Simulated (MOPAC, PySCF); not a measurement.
HF₂Ga, SMILES `[F][GaH][F]`, neutral singlet in the gas phase. 

Cartesian coordinates (Å):
```xyz
4

F      1.5004    -0.7851    -0.0036
Ga    -0.0064     0.1059     0.0006
F     -1.3947    -0.9603    -0.0053
H     -0.0993     1.6395     0.0084
```
Charge 0, multiplicity 1.

All levels are single points at this geometry (B3LYP-D3(BJ)/def2-TZVP); Pople sets use spherical d functions. Orbital energies aren't observables, and empty levels follow the basis.

B3LYP/6-311+G** (LANL2DZ on Ga) in PySCF gives dipole (D) = 3.06.

**Question.** Estimate the dipole (D) from each of these levels: B3LYP-D3(BJ)/def2-TZVP in PySCF; PBE-D3(BJ)/def2-TZVP in PySCF; B3LYP/3-21G in PySCF; HF/3-21G in PySCF; HF/6-31G* in PySCF; HF/STO-3G in PySCF; PM3 in MOPAC; PM6 in MOPAC.

**Answer.** 
```json
[
 {"level": "B3LYP-D3(BJ)/def2-TZVP in PySCF", "dipole (D)": "2.59"},
 {"level": "PBE-D3(BJ)/def2-TZVP in PySCF", "dipole (D)": "2.42"},
 {"level": "B3LYP/3-21G in PySCF", "dipole (D)": "2.11"},
 {"level": "HF/3-21G in PySCF", "dipole (D)": "2.73"},
 {"level": "HF/6-31G* in PySCF", "dipole (D)": "2.78"},
 {"level": "HF/STO-3G in PySCF", "dipole (D)": "1.15"},
 {"level": "PM3 in MOPAC", "dipole (D)": "2.95"},
 {"level": "PM6 in MOPAC", "dipole (D)": "3.23"}
]
```
